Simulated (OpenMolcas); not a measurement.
# GaHClOF (SMILES [OH][Ga]([F])[Cl]): methods side by side

GaHClOF has 5 atoms, charge 0, and is taken as a singlet. As SMILES, `[OH][Ga]([F])[Cl]`. The shape is that of a PBE0-D4/def2-TZVP optimisation. This is one conformer, not always the lowest.

```xyz
5

O    -0.4114   -1.2129    0.5674
Ga    0.0247    0.1940   -0.3972
F    -0.3418    0.1437   -2.0898
Cl    0.9603    1.9231    0.3823
H    -0.1820   -1.1214    1.4958
```

Each level gives the dipole moment (D). The values are calculated.

```
           level             kind     program  value (D)  CPU time
    HF/def2-SVPD     Hartree–Fock  OpenMolcas       2.40      38 s
 SVWN5/def2-SVPD              LDA  OpenMolcas       2.30      57 s
   PBE/def2-SVPD              GGA  OpenMolcas       2.20      69 s
 M06-L/def2-SVPD         meta-GGA  OpenMolcas       2.20      73 s
  TPSS/def2-SVPD         meta-GGA  OpenMolcas       2.16      81 s
 BHLYP/def2-SVPD    global hybrid  OpenMolcas       2.36      64 s
M06-2X/def2-SVPD  hybrid meta-GGA  OpenMolcas       2.30      81 s
  PBE0/def2-SVPD    global hybrid  OpenMolcas       2.28      64 s
```

All-electron rows without a relativistic Hamiltonian named are non-relativistic. The values span 2.16 to 2.40 D. Magnitudes only. CPU times are rough (shared hosts, several kinds of processor and program).
